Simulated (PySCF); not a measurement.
## Electron correlation in Ne²⁺ (neon, charge +2)

[He] 2s1 2p4 3d1, one real determinant (an excited configuration). Computed with PySCF 2.14 in aug-cc-pwCVDZ, with no relativity, point nucleus. Frozen: nothing; 8 electrons correlated.

```csv
level,correlation energy (mhartree)
CCSD,-130.89
(T),-5.87
CCSD(T),-136.76
```

Diagnostics: T1 = 0.0018, D1 = 0.0046, largest double amplitude 0.222.

The real determinant used has ⟨L²⟩ near 8 against 12 for a pure F term, so it mixes terms. The outer electron is Rydberg-like, and this basis confines it to a smaller radius and binds it less than a complete one would. A double-excitation amplitude exceeds 0.15, a sign of near-degeneracy.

Cost of the coupled-cluster step: of the order of 0.7 core-seconds, for 8 correlated electrons.

Iterations:

```
CC2 = 0
CCSD nocc = (np.int64(6), np.int64(2)), nmo = (27, 27)
frozen orbitals [[], []]
max_cycle = 100
direct = 0
conv_tol = 1e-08
conv_tol_normt = 1e-06
diis_space = 8
diis_start_cycle = 0
Init t2, MP2 energy = -0.107372406010888
Init E_corr(UCCSD) = -0.107372406047977
cycle = 1  E_corr(UCCSD) = -0.118587373475886  dE = -0.0112149674  norm(t1,t2) = 0.0281717
cycle = 2  E_corr(UCCSD) = -0.1214021097273  dE = -0.00281473625  norm(t1,t2) = 0.0185934
cycle = 3  E_corr(UCCSD) = -0.124136572505069  dE = -0.00273446278  norm(t1,t2) = 0.0161321
cycle = 4  E_corr(UCCSD) = -0.128137972952962  dE = -0.00400140045  norm(t1,t2) = 0.0138867
cycle = 5  E_corr(UCCSD) = -0.130933481757481  dE = -0.0027955088  norm(t1,t2) = 0.0059881
cycle = 6  E_corr(UCCSD) = -0.130767145745681  dE = 0.000166336012  norm(t1,t2) = 0.000889806
cycle = 7  E_corr(UCCSD) = -0.130924412431937  dE = -0.000157266686  norm(t1,t2) = 0.000290112
cycle = 8  E_corr(UCCSD) = -0.130883486713647  dE = 4.09257183e-05  norm(t1,t2) = 8.05995e-05
cycle = 9  E_corr(UCCSD) = -0.130887845491975  dE = -4.35877833e-06  norm(t1,t2) = 1.11741e-05
cycle = 10  E_corr(UCCSD) = -0.130888085728896  dE = -2.40236921e-07  norm(t1,t2) = 1.11551e-06
cycle = 11  E_corr(UCCSD) = -0.130888089895918  dE = -4.16702206e-09  norm(t1,t2) = 3.0048e-07
UCCSD converged
E(UCCSD) = -123.4019041083135  E_corr = -0.1308880898959176
UCCSD(T) correction = -0.00586889281466137
```

The reference is one real determinant that mixes LS terms of this configuration.
